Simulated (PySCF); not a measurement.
# Löwdin shares of the frontier orbitals

Compound: C2H7FOSi3.
Numbering: `[O:1]=[C:2]1[SiH2:3][SiH2:4][SiH2:5][C@H:6]1[F:7]` (hydrogens: H8, H9 on Si3; H10, H11 on Si4; H12, H13 on Si5; H14 on C6)

Computed, not measured: TDDFT CAM-B3LYP/def2-SVPD, vertical, gas phase, core orbitals frozen in the response in PySCF 2.14.0, density-fitted response routines. One conformer (not necessarily the lowest) at the GFN2-xTB geometry, without solvent, vibrations or thermal averaging.

Frontier orbitals with the atoms that hold most of them (Löwdin shares over 4%, at most four atoms; ? is withheld):

```
orbital  ε (eV)                              atoms
 LUMO+2    0.45  Si4 27%, Si3 18%, Si5 15%, H10 7%
 LUMO+1   -0.02  Si4 24%, Si5 24%, Si3 18%, H12 8%
   LUMO       ?                                  ?
   HOMO   -8.35                                  ?
 HOMO-1   -9.65  Si4 28%, Si5 25%, Si3 12%, C6 10%
 HOMO-2  -10.38   C6 19%, Si3 14%, Si5 13%, F7 12%
 HOMO-3  -11.03   Si4 25%, Si5 14%, O1 10%, H10 9%
```

**Question.** Which atoms hold the LUMO, and with what shares?

**Answer.** C2 (bonded to C, O and Si) 26%; O1 (bonded to C) 25%; Si4 (bonded to 2 Si and 2 H) 10%; Si5 (bonded to C, Si and 2 H) 10%. By element: carbon 26% or more, oxygen 25%, silicon 20% or more.

**Question.** Which atoms hold the HOMO, and with what shares?

**Answer.** O1 (bonded to C) 45%; C2 (bonded to C, O and Si) 16%; Si3 (bonded to C, Si and 2 H) 14%; C6 (bonded to C, F, Si and H) 11%. By element: oxygen 45%, carbon 27%, silicon 14% or more.

**Question.** What is the LUMO energy, and the HOMO–LUMO gap?

**Answer.** ε(LUMO) = -0.70 eV; the gap is 7.65 eV (0.2813 hartree).

**Question.** The HOMO–LUMO gap is 7.65 eV. Where does the response calculation put the lowest singlet, and from which orbitals?

**Answer.** S1 is at 3.31 eV (f = 0.0018), 4.34 eV below the gap, made of HOMO→LUMO (90%). 

**Question.** One configuration dominates each of S1, S5 and S6. Which, and how do the shares of the two leading atoms of either orbital change from the occupied to the empty one?

**Answer.** 
- S1 (3.31 eV, f 0.0018), HOMO→LUMO (90%): O1 45% → 25%, C2 16% → 26%
- S5 (6.26 eV, f 0.011), HOMO-2→LUMO (74%): C6 19% → at most 10%, Si3 14% → at most 10%, C2 at most 12% → 26%, O1 at most 12% → 25%
- S6 (6.57 eV, f 0.151), HOMO-1→LUMO+1 (72%): Si4 28% → 24%, Si5 25% → 24%

Löwdin shares depend on the basis, the more so with diffuse functions.
